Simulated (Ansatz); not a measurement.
Two structures of SiH$_{5}$O$_{2}$F, closed shell, reached by relaxing down either side of one saddle point (PBE0-D4/def2-TZVP). Energies are electronic, without zero-point energy. Computed with Ansatz 0.2.0 (basis: def2-TZVPP and def2-QZVPP); correlated methods freeze the cores. Extrapolation: Hartree–Fock as exp(−7.88 √X), correlation as X^−2.97. First:

```xyz
9
angstrom
Si -1.0418 -0.8251 0.4373
F -1.0685 -2.0457 -0.5845
H -2.4180 -0.6915 0.9650
H -0.0205 -1.0821 1.4663
O -0.5765 0.5521 -0.3230
H 2.5928 1.4111 0.1589
O 2.3336 0.8737 -0.5917
H -1.1703 0.9510 -0.9618
H 1.3692 0.8566 -0.5667
```

Second:

| atom | x (Å) | y (Å) | z (Å) |
| --- | --- | --- | --- |
| Si1 | -0.6292 | 0.1689 | 0.6940 |
| F2 | 0.9678 | -1.0205 | -1.7902 |
| H3 | -1.2574 | -1.1532 | 0.8953 |
| H4 | -0.9123 | 1.1291 | 1.7818 |
| O5 | -1.0977 | 0.8909 | -0.6904 |
| H6 | 1.1895 | -0.8045 | -0.8973 |
| O7 | 1.0064 | -0.1813 | 0.6643 |
| H8 | -0.8739 | 0.4247 | -1.5028 |
| H9 | 1.6067 | 0.5459 | 0.8452 |

**Question.** Which bonds change from the first to the second?

**Answer.** SiH₃OF ([OH][SiH2][F]) + H₂O → SiH₄O₂ ([OH][SiH2][OH]) + HF; bonds formed: Si1–O7, F2–H6; bonds broken: Si1–F2, H6–O7.

**Question.** Give the saddle point's structure and its height above each. (An estimate is asked for; the value comes from the calculation.)

**Answer.** Computed: 126.6 kJ/mol above the first and 103.5 kJ/mol above the second (CCSD(T) at an estimated basis limit (MP2 extrapolated from triple and quadruple zeta, plus CCSD(T) − MP2 in triple zeta)).
Si1  (-0.420, -0.229, 0.309)
F2  (0.905, -1.669, 0.306)
H3  (-1.292, -1.162, -0.429)
H4  (-0.215, -0.202, 1.765)
O5  (-1.204, 1.240, 0.176)
H6  (1.432, -0.705, -0.335)
O7  (1.021, 0.250, -0.700)
H8  (-1.680, 1.404, -0.639)
H9  (1.453, 1.073, -0.453)
(Å)

No T1 diagnostic of these runs exceeds 0.012.

The step is the kind of ligand exchange by which a precursor binds to a hydroxyl group, or is hydrolysed, in atomic layer deposition of oxides.

Labels in which every atom is bracketed show which atoms are joined, not bond orders.

For scale, one of the runs: CCSD(T)/def2-TZVPP, 205 basis functions, launched by `ansatz run in.yaml --threads 3 --pin off --events-out ev --progress --plain --max-ram 6092MiB`. Hardware: 3 CPU threads of an Intel Xeon, shared host. Wall time 51 s; peak host memory 3 GiB.
